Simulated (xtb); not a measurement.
BeH2, SMILES [BeH2]. All values are semi-empirical tight-binding results from xtb (GFN2-xTB unless named), good for trends rather than for accurate numbers. Coordinates come from a GFN2-xTB optimisation. The isomer is the one that the SMILES or the coordinates give; other isomers of the formula were not compared.

Optimised geometry:

Bonded distances (Å): Be1–H2 1.279, Be1–H3 1.279. Bond angles (°): H2–Be1–H3 180.0.
Charge 0, spin multiplicity 1.

For metal compounds this method's bond lengths and energies can be far off.

Computed properties:
```json
{
  "point_group_as_xtb_finds_it": "D∞h",
  "orbital_gap": "6.06 eV",
  "zero_point_energy": "7.1 kcal/mol",
  "G − E(el) at 298.15 K (modified RRHO)": "-3.2 kcal/mol"
}
```

**Question.** Give the IR lines (harmonic; lines under 4 % of the strongest left out, lines within 3 cm⁻¹ merged). (Estimate from the structure and the level; the computed values follow.)

**Answer.** ν (cm⁻¹): 459 (vs), 2116 (m) (against the strongest line: vs over 80 %, s over 45 %, m over 15 %, w over 4 %, vw less)

**Question.** Give the atomic charges. (An estimate is asked for; the answer gives what the named calculation found.)

**Answer.** charges (e) Be1 0.48, H2 -0.24, H3 -0.24.
